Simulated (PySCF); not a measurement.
PySCF input (BP86/6-31G* with LANL2DZ past Ar (5d)):

```python
from pyscf import gto, dft

mol = gto.M(
    atom='''
    Si   -1.43846800   -0.24763300    0.54742900
    Ge    0.73492900    0.11446000   -0.32684900
    H    -1.96090900   -0.03616800    1.92507500
    H    -2.57244700   -0.76158700   -0.26764100
    H     1.15418600    0.60189500    1.13772100
    ''',
    basis={'default': '6-31g*', 'Ge': 'lanl2dz'},
    ecp={'Ge': 'lanl2dz'},
    charge=0,
    spin=1,
    verbose=4,
)

mf = dft.UKS(mol, xc='bp86')
mf.grids.level = 3
mf.conv_tol = 1e-9
mf.max_cycle = 100
mf.max_memory = 1500
mf.kernel()
if not mf.converged:
    mf = mf.newton()
    mf.kernel(mf.make_rdm1())
mo, _, stable, _ = mf.stability(return_status=True)
if not stable:
    mf.kernel(mf.make_rdm1(mo, mf.mo_occ))
    stable = mf.stability(return_status=True)[2]
mf.dip_moment()
```

From the output:

```
radial grids:
    Treutler-Ahlrichs [JCP 102, 346 (1995); DOI:10.1063/1.469408] (M4) radial grids

becke partition: Becke, JCP 88, 2547 (1988); DOI:10.1063/1.454033
pruning grids: <function nwchem_prune>
grids dens level: 3
symmetrized grids: False
atomic radii adjust function: <function treutler_atomic_radii_adjust>
small_rho_cutoff = 0
Set gradient conv threshold to 3.16228e-05
tot grids = 69248
init E= -283.006114807051
  alpha nocc = 11  HOMO = -0.108983623000455  LUMO = 0.00264784211505287
  beta  nocc = 10  HOMO = -0.155838927725114  LUMO = -0.108983623000459

WARN: HOMO -0.108983623000455 >= LUMO -0.108983623000459

cycle= 1 E= -294.524099809031  delta_E= -11.5  |g|= 0.523  |ddm|= 2.13
  alpha nocc = 11  HOMO = -0.125570815560436  LUMO = -0.0987489580934022
  beta  nocc = 10  HOMO = -0.211177806107479  LUMO = -0.115162846448187
  HOMO = -0.12557081556  LUMO = -0.115162846448  gap/eV = 0.28322
cycle= 2 E= -292.182358584787  delta_E= 2.34  |g|=  1.2  |ddm|= 4.04
  alpha nocc = 11  HOMO = -0.198647949342654  LUMO = -0.0917581827709917
  beta  nocc = 10  HOMO = -0.226784555876733  LUMO = -0.182554697373515
  HOMO = -0.198647949343  LUMO = -0.182554697374  gap/eV = 0.43792
cycle= 3 E= -294.930067707447  delta_E= -2.75  |g|= 0.244  |ddm|=  3.6
  alpha nocc = 11  HOMO = -0.207878544879954  LUMO = -0.0893367904346363
  beta  nocc = 10  HOMO = -0.213744774156016  LUMO = -0.181659363264217
  HOMO = -0.20787854488  LUMO = -0.181659363264  gap/eV = 0.71346
cycle= 4 E= -295.000058126106  delta_E= -0.07  |g|= 0.0874  |ddm|= 0.456
  alpha nocc = 11  HOMO = -0.204470906519491  LUMO = -0.0835200256513993
  beta  nocc = 10  HOMO = -0.206201898863519  LUMO = -0.173283251477482
  HOMO = -0.204470906519  LUMO = -0.173283251477  gap/eV = 0.84866
cycle= 5 E= -295.011527959673  delta_E= -0.0115  |g|= 0.0251  |ddm|= 0.242
  alpha nocc = 11  HOMO = -0.207382860414887  LUMO = -0.0843569622667424
  beta  nocc = 10  HOMO = -0.210974235964436  LUMO = -0.171130398903962
  HOMO = -0.207382860415  LUMO = -0.171130398904  gap/eV = 0.98648
cycle= 6 E= -295.012412676987  delta_E= -0.000885  |g|= 0.011  |ddm|= 0.0965
  alpha nocc = 11  HOMO = -0.209034541779782  LUMO = -0.0849462096710241
  beta  nocc = 10  HOMO = -0.212231238032814  LUMO = -0.171819929286823
  HOMO = -0.20903454178  LUMO = -0.171819929287  gap/eV = 1.01266
cycle= 7 E= -295.012527903609  delta_E= -0.000115  |g|= 0.00532  |ddm|= 0.0301
  alpha nocc = 11  HOMO = -0.208215390530435  LUMO = -0.0841315847630071
  beta  nocc = 10  HOMO = -0.212417334955987  LUMO = -0.170702061508464
  HOMO = -0.20821539053  LUMO = -0.170702061508  gap/eV = 1.02079
cycle= 8 E= -295.012562402588  delta_E= -3.45e-05  |g|= 0.000856  |ddm|= 0.0122
  alpha nocc = 11  HOMO = -0.208639321625395  LUMO = -0.0844069386928545
  beta  nocc = 10  HOMO = -0.212866847263971  LUMO = -0.170961888037812
  HOMO = -0.208639321625  LUMO = -0.170961888038  gap/eV = 1.02526
cycle= 9 E= -295.0125633124  delta_E= -9.1e-07  |g|= 0.000249  |ddm|= 0.00277
  alpha nocc = 11  HOMO = -0.208636608623744  LUMO = -0.0843873895263023
  beta  nocc = 10  HOMO = -0.212850020212283  LUMO = -0.170930345529701
  HOMO = -0.208636608624  LUMO = -0.17093034553  gap/eV = 1.02604
cycle= 10 E= -295.012563368466  delta_E= -5.61e-08  |g|= 7.75e-05  |ddm|= 0.000686
  alpha nocc = 11  HOMO = -0.208638931191341  LUMO = -0.0843780957070699
  beta  nocc = 10  HOMO = -0.212835992596773  LUMO = -0.170922093689757
  HOMO = -0.208638931191  LUMO = -0.17092209369  gap/eV = 1.02633
cycle= 11 E= -295.012563380443  delta_E= -1.2e-08  |g|= 9.67e-06  |ddm|= 0.000221
  alpha nocc = 11  HOMO = -0.208636743577708  LUMO = -0.0843782559435375
  beta  nocc = 10  HOMO = -0.212835065281027  LUMO = -0.170921951323237
  HOMO = -0.208636743578  LUMO = -0.170921951323  gap/eV = 1.02627
cycle= 12 E= -295.012563380579  delta_E= -1.36e-10  |g|= 2.6e-06  |ddm|= 3.17e-05
  alpha nocc = 11  HOMO = -0.208637346363794  LUMO = -0.0843786835224698
  beta  nocc = 10  HOMO = -0.212835911494849  LUMO = -0.170922660779063
  HOMO = -0.208637346364  LUMO = -0.170922660779  gap/eV = 1.02627
Extra cycle  E= -295.012563380585  delta_E= -5.57e-12  |g|= 1.53e-06  |ddm|= 8.43e-06
converged SCF energy = -295.012563380585  <S^2> = 0.75315377  2S+1 = 2.0031513
uhf_internal: lowest eigs of H = [0.06283109 0.16253141 0.19353059]
<class 'pyscf.dft.uks.UKS'> wavefunction is stable in the internal stability analysis
Dipole moment(X, Y, Z, Debye): -0.87536, -0.15663,  0.30991
```

The geometry given is a B3LYP-D3(BJ)/def2-TZVP minimum.
